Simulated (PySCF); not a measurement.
TDDFT excited states: C6H9N

Species: C6H9N.
InChI=1S/C6H9N/c1-3-4-5-6-7-2/h3-6H,1H2,2H3/b5-4-,7-6+

Method used: PySCF 2.14.0, density-fitted response routines, TDDFT PBE0/def2-SVPD, vertical, gas phase, core orbitals frozen in the response. Isolated species at its GFN2-xTB geometry (one conformer only). Torsions of this conformer, `[CH2:1]=[CH:2]/[CH:3]=[CH:4]\[CH:5]=[N:6]\[CH3:7]`: C1–C2–C3–C4 180°, C3–C4–C5–N6 0°.

```json
{"state": "S1", "λ (nm)": "328.4", "E (eV)": "3.78", "f": "0.0002", "symmetry": "–", "main configurations (H = HOMO, L = LUMO)": "H-1→L (98%)"}
{"state": "S2", "λ (nm)": "276.3", "E (eV)": "4.49", "f": "0.525", "symmetry": "A′", "main configurations (H = HOMO, L = LUMO)": "H→L (98%)"}
{"state": "S3", "λ (nm)": "211.5", "E (eV)": "5.86", "f": "0.016", "symmetry": "A′", "main configurations (H = HOMO, L = LUMO)": "H-2→L (71%), H→L+1 (28%)"}
{"state": "S4", "λ (nm)": "196.8", "E (eV)": "6.30", "f": "0.0007", "symmetry": "–", "main configurations (H = HOMO, L = LUMO)": "H-3→L (55%), H-1→L+1 (42%)"}
{"state": "S5", "λ (nm)": "192.6", "E (eV)": "6.44", "f": "0.0017", "symmetry": "–", "main configurations (H = HOMO, L = LUMO)": "H→L+2 (88%), H→L+3 (10%)"}
{"state": "S6", "λ (nm)": "188.6", "E (eV)": "6.57", "f": "0.0015", "symmetry": "–", "main configurations (H = HOMO, L = LUMO)": "H-1→L+1 (53%), H-3→L (43%)"}
```

Triplets (Tamm–Dancoff): T1 2.42 eV, H→L (96%); T2 3.24 eV, H-1→L (93%).

The lowest singlet comes at 328 nm (364 kJ/mol) in the ultraviolet; it is dark (f under 0.0005); its leading configuration is HOMO-1→LUMO (98%). The strongest level in the table is S2 at 4.49 eV (276 nm, f = 0.525). Löwdin shares by element: HOMO carbon 57% or more, nitrogen 13% (atoms not listed hold the other 30%); LUMO carbon 49% or more, nitrogen 16% (atoms not listed hold the other 35%). Orbital energies (eV): HOMO-3 -9.75, HOMO-2 -8.59, HOMO-1 -7.11, HOMO -6.57, LUMO -1.80, LUMO+1 0.80, LUMO+2 0.94. The listed states span 2.80 eV, and the widest gap between neighbours is 1.38 eV (S2 to S3). The oscillator strengths of these states sum to 0.545; summed over the whole spectrum of an exact calculation they would give the number of electrons, 52 (Thomas–Reiche–Kuhn). Symmetry labels in Cs follow from the direction of the transition dipole and are given only for states with f of 0.002 or more. Only the lowest 6 singlets were computed, as vertical energies without vibronic structure.
